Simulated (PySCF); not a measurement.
# MLi cations for M along group 15

PBE0 with double-zeta basis sets in PySCF, for the lowest determinant that a PBE0 search found; no spin–orbit coupling. De refers to high-spin ground-configuration atoms (the charge goes to the atom of lower measured ionisation energy or higher electron affinity, which is not always the lowest computed limit). A positive dipole points towards Li; it is taken about the centre of mass and depends on that origin.

| M | basis | charged atom | state (unpaired electrons) | Re (Å) | ωe (cm⁻¹) | De (eV) | μ (D) |
| --- | --- | --- | --- | --- | --- | --- | --- |
| N | def2-SVP | Li+ | quartet (σ ↑, π ↑↑) | 2.242 | 260 | 0.26 | 6.29 |
| P | 6-31G(d,p) | Li+ | quartet (σ ↑, π ↑↑) | 2.701 | 244 | 0.39 | 8.42 |
| As | pcseg-1 | Li+ | quartet (σ ↑, π ↑↑) | 2.787 | 221 | 0.41 | 9.77 |
| Sb | def2-SVP | Li+ | quartet (σ ↑, π ↑↑) | 2.957 | 200 | 0.45 | 10.31 |
| Bi | cc-pVDZ/cc-pVDZ-PP | Li+ | quartet (σ ↑, π ↑↑) | 3.026 | 214 | n/a | 10.32 |

The shortest bond is that of LiN⁺ (2.242 Å), the longest that of LiBi⁺ (3.026 Å).

The rows differ in basis set, which adds steps of its own.

Down a group the atoms grow and get heavier, so bonds lengthen and wavenumbers fall; the exceptions here are the higher wavenumber at Bi. Relativity and the filled 4f shell contract the atoms of the sixth period.

Weak bonds: LiAs⁺, LiN⁺, LiP⁺, LiSb⁺. Basis-set superposition, not corrected here, can be much of De in a small basis, most of all at correlated wavefunction levels. Spin–orbit coupling is left out, which matters for elements this heavy, above all for dissociation energies. For an ion De counts to the pair picked by the measured ionisation energies or electron affinities, which need not be the lowest pair at this level. States were picked by a PBE0 search and need not be the measured ground states.
